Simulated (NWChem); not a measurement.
GeHOF, singlet; SMILES [F][Ge][OH]

```xyz
4

Ge     0.3754     0.0633     0.0000
F     -0.5850    -1.4245     0.0000
O     -1.0458     1.1783     0.0000
H     -0.7629     2.1141     0.0000
```
Atoms are numbered in this order, from 1.

Program: NWChem. Low-valent species are run as closed-shell singlets; no triplet was tried in these runs. All runs use the structure optimised with PBE-D3(BJ)/def2-SVP. Level: PBE0/aug-cc-pVDZ; rows give the wavelength of the field.

```json
[
 {"field": "static", "isotropic polarisability (bohr³)": "…", "anisotropy (bohr³)": "10.1"},
 {"field": "1065 nm", "isotropic polarisability (bohr³)": "36.7", "anisotropy (bohr³)": "10.1"},
 {"field": "589 nm", "isotropic polarisability (bohr³)": "38.2", "anisotropy (bohr³)": "10.0"}
]
```

**Question.** Complete the blanks.

**Answer.** 
- static, isotropic polarisability (bohr³): 36.2
